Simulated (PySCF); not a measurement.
Molecular orbitals of GeTe

r²SCAN at R = 2.355 Å; basis Ge cc-pVDZ-PP with ECP10, Te cc-pVDZ-PP with ECP28; scalar-relativistic core potentials; PySCF 2.14. State: ¹Σ⁺ (singlet), closed shell. Only the outer orbitals are listed, counted within each symmetry, core potentials removing the inner ones.

```
orbital  occ.  ε (eV)  on Ge (%)            main shells (%)
     7σ     2  -16.31         26           72 Te s, 21 Ge s
     8σ     2  -11.84         66  65 Ge s, 22 Te s, 11 Te p
     9σ     2   -6.58         50  49 Te p, 39 Ge p, 10 Ge s
     5π     2   -6.36         27           73 Te p, 25 Ge p
     5π     2   -6.36         27           73 Te p, 25 Ge p
     6π     0   -3.20         73           73 Ge p, 25 Te p
     6π     0   -3.20         73           73 Ge p, 25 Te p
    10σ     0    0.26         63           61 Ge p, 35 Te p
```

Problem. Which are the highest filled and the lowest empty level, where do they sit, and how wide is the gap?

Solution. Highest filled 5π at -6.36 eV (in %: 73 Te p, 25 Ge p); lowest empty 6π at -3.20 eV (in %: 73 Ge p, 25 Te p); the gap at r²SCAN is 3.16 eV.

* bond order (Mayer): 2.50
* ⟨S²⟩: 0.000
* charge on Ge (Mulliken, basis-dependent): 0.11
* charge on Ge (Löwdin, basis-dependent): 0.02
* dipole moment (positive dipole means Ge(−)Te(+)): -1.24 D

Spin–orbit coupling is left out.
